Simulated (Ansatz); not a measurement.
## Energy differences in PtO

Computed with Ansatz's Gaussian-basis code (development build). Basis cc-pwCVTZ-PP on Pt, cc-pVTZ on O, scalar-relativistic core potentials (60 electrons on Pt), no spin–orbit coupling, 1 orbital frozen in the corrections; active space CAS(14,9). Restricted Hartree–Fock, then the lowest state-specific CASSCF solution met for each case. Single-reference values can break down or jump between states where bonds are stretched. Unlike active orbitals can shift such differences by tenths of an eV, at times by over 1 eV.

Case A, triplet: bond length 1.7270 Å.

Case B, triplet: bond length 1.9860 Å.

Case C, singlet: the shape of A.

Energy less that of case A, in eV:

```
case  RHF/ROHF  CASSCF
   B    -0.290  +0.489
   C    +1.668  +0.484
```

Question: What does SC-NEVPT2 give for these differences?

Answer: B: +0.987 eV (22.8 kcal/mol); C: +0.846 eV (19.5 kcal/mol).

Question: Which case is lowest, and do the methods agree?

Answer: A is lowest in SC-NEVPT2. RHF/ROHF puts B lowest.
